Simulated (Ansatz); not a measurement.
TiO3H2. Total charge 0; singlet. Geometry PBE0-D4/def2-SVP, basis def2-TZVP, Ansatz.

```xyz
6

Ti   -0.187   -0.492    0.496
O     0.219    1.341    0.168
O     0.878    0.599   -0.878
O    -1.632   -0.914    0.013
H     0.320   -1.404    1.883
H     0.403    0.869   -1.682
```

| run | HOMO (eV) | LUMO (eV) |
| --- | --- | --- |
| A | -6.94 | -3.51 |
| B | -10.43 | -0.61 |
| C | -6.65 | -3.99 |
| D | -8.05 | -2.63 |
| E | -6.56 | -3.67 |

The structure holds one bond between oxygen atoms, so isomers without such links may lie far lower. No other spin state of charge 0 was run. Another isomer (singlet) lies 0.80 eV lower at PBE0-D4/def2-TZVP; other spin states weren't run for this one.

Task: The runs used LDA (SPW92), PBE, PBE0, r2SCAN, ωB97M-V. Estimate which is which.

Result: A r2SCAN (0 % exact exchange); B ωB97M-V (range-separated); C LDA (SPW92) (0 % exact exchange); D PBE0 (25 % exact exchange); E PBE (0 % exact exchange). Exact exchange lowers occupied and raises empty levels; among semilocal functionals meta-GGAs tend to open the gap a little, and such runs are hard to tell apart. The gap grows from 2.67 eV (LDA (SPW92)) to 9.82 eV (ωB97M-V).
